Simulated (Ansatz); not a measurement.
Ansatz (a program for electronic structure) input (B3LYP-D3(BJ)/def2-TZVP):

Ansatz 0.2 input:
```yaml
crystal:
  periodic: [false, false, false]
  atoms:
    - {symbol: W, position_ang: [-0.00017704, 0.00002192, -0.02491765]}
    - {symbol: H, position_ang: [1.44210201, 0.00689977, 0.91176014]}
    - {symbol: H, position_ang: [-1.42900082, -0.00852219, 0.93214613]}
basis:
  gaussian:
    orbitals: def2-TZVP
hamiltonian:
  xc: b3lyp
  dispersion: d3bj
magnetization: {spin_polarized: true, initial_magnetization: 4}
phonons: {temperatures: {t_min: 298.15, t_max: 298.15, t_step: 100}}
```

Output:

```
Functional definition: B3LYP
integrals: 0.01 GiB planned
520 factors; integrals over basis functions are off by at most 1.1e-4 eV
mean field: 0.16 GiB planned
mean field evaluation 1: about -1853.8421 eV, gradient 1.5e1 eV
mean field evaluation 2: about -1853.9244 eV, gradient 1.7e1 eV
mean field evaluation 4: about -1855.2157 eV, gradient 8.3e-1 eV
mean field evaluation 8: about -1855.2207 eV, gradient 2.0e-2 eV
mean field -1855.22071739 eV, -68.1781038502 hartree, gradient 7.6e-5 eV, S^2 6.020072; 0 other end points of the search recorded, 0 dependent functions left out
the calculation of the forces begins
reference -1855.22092022 eV, -68.1781113042 hartree; 10, 6 occupied and 42, 46 virtual orbitals, 520 factors
these checks for a lower state are left out or cut short: stability, starts, cluster_reference, orbital_swaps, neighbouring_geometries, increment
integrals: 0.01 GiB planned
520 factors; integrals over basis functions are off by at most 1.1e-4 eV
mean field: 0.16 GiB planned
mean field evaluation 16: about -1855.2225 eV, gradient 4.7e-4 eV
mean field -1855.22068733 eV, -68.1781027457 hartree, gradient 2.6e-6 eV, S^2 6.020035; 0 other end points of the search recorded, 0 dependent functions left out
the calculation of the forces begins
reference -1855.22089016 eV, -68.1781101995 hartree; 10, 6 occupied and 42, 46 virtual orbitals, 520 factors
these checks for a lower state are left out or cut short: stability, starts, cluster_reference, orbital_swaps, neighbouring_geometries, increment
integrals: 0.01 GiB planned
520 factors; integrals over basis functions are off by at most 1.1e-4 eV
mean field: 0.16 GiB planned
mean field -1855.22068443 eV, -68.1781026390 hartree, gradient 2.5e-6 eV, S^2 6.020109; 0 other end points of the search recorded, 0 dependent functions left out
the calculation of the forces begins
reference -1855.22088727 eV, -68.1781100934 hartree; 10, 6 occupied and 42, 46 virtual orbitals, 520 factors
these checks for a lower state are left out or cut short: stability, starts, cluster_reference, orbital_swaps, neighbouring_geometries, increment
integrals: 0.01 GiB planned
520 factors; integrals over basis functions are off by at most 1.1e-4 eV
mean field: 0.16 GiB planned
mean field evaluation 32: about -1855.2225 eV, gradient 2.8e-4 eV
mean field -1855.22069154 eV, -68.1781029004 hartree, gradient 2.5e-6 eV, S^2 6.020139; 0 other end points of the search recorded, 0 dependent functions left out
the calculation of the forces begins
reference -1855.22089438 eV, -68.1781103547 hartree; 10, 6 occupied and 42, 46 virtual orbitals, 520 factors
these checks for a lower state are left out or cut short: stability, starts, cluster_reference, orbital_swaps, neighbouring_geometries, increment
integrals: 0.01 GiB planned
520 factors; integrals over basis functions are off by at most 1.1e-4 eV
mean field: 0.16 GiB planned
mean field -1855.22068366 eV, -68.1781026109 hartree, gradient 2.5e-6 eV, S^2 6.020005; 0 other end points of the search recorded, 0 dependent functions left out
the calculation of the forces begins
reference -1855.22088649 eV, -68.1781100647 hartree; 10, 6 occupied and 42, 46 virtual orbitals, 520 factors
these checks for a lower state are left out or cut short: stability, starts, cluster_reference, orbital_swaps, neighbouring_geometries, increment
integrals: 0.01 GiB planned
520 factors; integrals over basis functions are off by at most 1.1e-4 eV
mean field: 0.16 GiB planned
mean field -1855.22070889 eV, -68.1781035379 hartree, gradient 2.5e-6 eV, S^2 6.020094; 0 other end points of the search recorded, 0 dependent functions left out
the calculation of the forces begins
reference -1855.22091173 eV, -68.1781109921 hartree; 10, 6 occupied and 42, 46 virtual orbitals, 520 factors
these checks for a lower state are left out or cut short: stability, starts, cluster_reference, orbital_swaps, neighbouring_geometries, increment
integrals: 0.01 GiB planned
520 factors; integrals over basis functions are off by at most 1.1e-4 eV
mean field: 0.16 GiB planned
mean field -1855.22071081 eV, -68.1781036083 hartree, gradient 2.5e-6 eV, S^2 6.020049; 0 other end points of the search recorded, 0 dependent functions left out
the calculation of the forces begins
reference -1855.22091364 eV, -68.1781110622 hartree; 10, 6 occupied and 42, 46 virtual orbitals, 520 factors
Total energy: -1855.27120690 eV, -68.1799593054 hartree
Atom 0 at    -0.000177     0.000022    -0.024918 Å, force     0.000002    -0.000000     0.000294 eV/Å
Atom 1 at     1.442102     0.006900     0.911760 Å, force     0.000008     0.000000    -0.000147 eV/Å
Atom 2 at    -1.429001    -0.008522     0.932146 Å, force    -0.000010     0.000000    -0.000147 eV/Å
Dipole moment:    -0.003176     0.000393    -0.446938 e Å
Vibrations: 650.25 1913.04 1926.02 cm⁻¹, zero-point energy 0.278301 eV
```

The spin state was set by rule; other spins were not relaxed.
